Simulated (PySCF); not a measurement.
**Telling isomers of C7H12NP apart by NMR**

Theoretical values (PySCF 2.14.0 with density-fitted response routines): shieldings: GIAO PBE0/pcSseg-1, geometry from PBE0-D3(BJ)/def2-SVP. Relativity neglected, isolated molecule, one computed conformer, fast rotation and ring inversion assumed for equivalent nuclei.

Referencing at the same level of theory: TMS for $^{1}$H (31.27 ppm) and $^{13}$C (184.41 ppm). Splittings of carbon signals by F and P are missing where no couplings were computed. Where no couplings were computed, multiplicities follow the n + 1 count of equivalent neighbours, and m marks all less simple cases (inequivalent or close neighbours, rings, F or P nearby). Shifts are as computed. Against solution values, carbons near 30 ppm lie about +2 ppm off and those near 130 ppm about +5 ppm. Of 1309 compounds with measured shifts, 239 miss one by over three times the rms of a fit or turn the order of signals round; such compounds aren't used in these exercises. OH and NH positions are gas-phase values without hydrogen bonding to other molecules.

(1) Tabulate the signals of `Cc1cn(C(C)C)cp1`, `CCc1cn(CC)cp1`, `Cc1cc(C)p(N)c1C` and their relative energies.

(2) What is the quickest way to tell Cc1cn(C(C)C)cp1 from CCc1cn(CC)cp1?

(3) What is the quickest way to tell Cc1cn(C(C)C)cp1 from Cc1cc(C)p(N)c1C?

(4) What is the quickest way to tell CCc1cn(CC)cp1 from Cc1cc(C)p(N)c1C?

Answers

(1) 
| SMILES | carbon types | δC | δH | E rel. (kcal/mol) |
| --- | --- | --- | --- | --- |
| Cc1cn(C(C)C)cp1 | 1×C 3×CH 3×CH3 | 159.5, 153.0, 127.2, 57.7, 25.2, 17.7 | 7.72 (m, 1H), 7.11 (m, 1H), 3.76 (sept, 1H), 2.47 (m, 3H), 1.38 (d, 6H) | 0.0 |
| CCc1cn(CC)cp1 | 1×C 2×CH 2×CH2 2×CH3 | 161.1, 159.1, 131.0, 49.7, 27.1, 23.2, 19.9 | 7.74 (m, 1H), 7.06 (m, 1H), 3.74 (q, 2H), 2.63 (m, 2H), 1.33 (t, 3H), 1.25 (t, 3H) | 1.3 |
| Cc1cc(C)p(N)c1C | 3×C 1×CH 3×CH3 | 156.6, 146.9, 143.2, 141.2, 17.6, 16.6, 13.4 | 6.22 (m, 1H), 2.14 (m, 3H), 2.08 (m, 3H), 1.93 (s, 3H), 0.97 (br s, 2H) | 8.0 |

Energies are electronic energies at PBE0/pcSseg-1 on these geometries, without zero-point or thermal terms, each for the one conformer computed, which needn't be the lowest.

(2) Count the carbon signals: 6 against 7. The first has an sp3 CH bonded to N at 57.7 ppm, the second an sp3 CH2 bonded to N at 49.7 ppm. Their most deshielded carbons lie at 159.5 and 161.1 ppm.

(3) Count the carbon signals: 6 against 7. The first has an sp3 CH bonded to N at 57.7 ppm, the second a unsaturated ring CH at 141.2 ppm. Their most deshielded carbons lie at 159.5 and 156.6 ppm. In the proton spectra the most deshielded non-exchanging signals are 7.72 (m, 1H) and 6.22 (m, 1H).

(4) Both give the same number of carbon signals, but DEPT or the intensities differ. The first has an sp3 CH2 bonded to N at 49.7 ppm, the second a unsaturated ring carbon (C) at 143.2 ppm. Their most deshielded carbons lie at 161.1 and 156.6 ppm. In the proton spectra the most deshielded non-exchanging signals are 7.74 (m, 1H) and 6.22 (m, 1H).
